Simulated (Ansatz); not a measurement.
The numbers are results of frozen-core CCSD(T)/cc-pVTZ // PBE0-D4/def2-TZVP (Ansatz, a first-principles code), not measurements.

Ansatz 0.2 input:
```yaml
crystal:
  periodic: [false, false, false]
  atoms:
    - { symbol: S, position_ang: [1.74992, 0.542006, -0.332932] }
    - { symbol: B, position_ang: [-0.012565, 0.332969, -0.014077] }
    - { symbol: S, position_ang: [-0.960684, 1.867329, 0.078163] }
    - { symbol: S, position_ang: [-0.876639, -1.231089, 0.212842] }
    - { symbol: H, position_ang: [2.088475, -0.755907, -0.329284] }
    - { symbol: H, position_ang: [-2.157352, 1.305458, 0.315397] }
    - { symbol: H, position_ang: [0.168846, -2.060766, 0.069893] }
basis:
  gaussian: { orbitals: cc-pVTZ }
correlation:
  method: ccsd_t
```

Output:

```
Functional definition: HF
998 factors; integrals over basis functions are off by at most 1.1e-3 eV
mean field evaluation 1: about -33173.3044 eV, gradient 1.9e1 eV
mean field evaluation 2: about -33173.5976 eV, gradient 1.9e1 eV
mean field evaluation 4: about -33175.3289 eV, gradient 2.8e0 eV
mean field evaluation 8: about -33175.3710 eV, gradient 2.5e-1 eV
mean field evaluation 16: about -33173.3044 eV, gradient 1.9e1 eV
mean field -33175.37134202 eV, -1219.1724097450 hartree, gradient 1.7e-6 eV, S^2 0.000000; 0 other end points of the search recorded, 0 dependent functions left out
16 core orbitals not correlated
reference -33175.37134202 eV, -1219.1724097450 hartree; 12, 12 occupied and 146, 146 virtual orbitals, 998 factors
second order -17.20265472 eV of doubles, -0.00000000 eV of singles
cycle   1  -18.08243839 eV  change   -8.8e-1 eV  update   9.9e-2
cycle   2  -18.54208671 eV  change   -4.6e-1 eV  update   2.9e-2
cycle   3  -18.63210575 eV  change   -9.0e-2 eV  update   1.5e-2
cycle   4  -18.62531268 eV  change    6.8e-3 eV  update   4.0e-3
cycle   5  -18.62350262 eV  change    1.8e-3 eV  update   1.5e-3
cycle   6  -18.62308808 eV  change    4.1e-4 eV  update   4.5e-4
cycle   7  -18.62305818 eV  change    3.0e-5 eV  update   1.2e-4
cycle   8  -18.62309946 eV  change   -4.1e-5 eV  update   3.8e-5
cycle   9  -18.62310422 eV  change   -4.8e-6 eV  update   1.1e-5
perturbative correction -0.91769742 eV, -0.0337247580 hartree
Total energy: -33194.91214366 eV, -1219.8905209600 hartree
```

Cost: around 50 core-seconds (rough).
